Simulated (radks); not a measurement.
Results of a calculation; reference values are marked as such.
Excited configurations of Li III: one electron is placed in a higher orbital outside the bare nucleus. The ground configuration is 1s1. Level of theory: non-relativistic Kohn-Sham, r2SCAN, spin-polarised, spherical densities, point nucleus; open shells are filled with parallel spins first; meta-GGA in the generalised Kohn-Sham scheme (a radial shooting solver on a logarithmic mesh with Libxc functionals). Excitation = E - E(ground); binding = E(ion) - E, where the ion is the core of charge +3; n* = 3/sqrt(2 binding) in atomic units, and the quantum defect is n - n*.

\begin{tabular}{lrrrr}
outer orbital & excitation (eV) & binding (eV) & n* & quantum defect \\ \hline
2s & 91.493 & 30.963 & 1.989 & 0.011 \\
3s & 108.63 & 13.829 & 2.976 & 0.024 \\
3d & 109.27 & 13.188 & 3.047 & -0.047 \\
4p & 114.72 & 7.738 & 3.978 & 0.022 \\
4d & 114.84 & 7.620 & 4.009 & -0.009 \\
5d & 117.51 & 4.942 & 4.978 & 0.022 \\
6s & 118.98 & 3.477 & 5.934 & 0.066 \\
6p & 118.97 & 3.483 & 5.929 & 0.071 \\
6d & 119.00 & 3.461 & 5.949 & 0.051 \\
6f & 119.00 & 3.456 & 5.952 & 0.048 \\
\end{tabular}

The Delta-SCF ionisation energy is 122.46 eV (NIST Atomic Spectra Database: 122.45 eV, theoretical). Self-interaction in the functional shifts the binding energies and quantum defects, so they are the method's values and not measured ones.
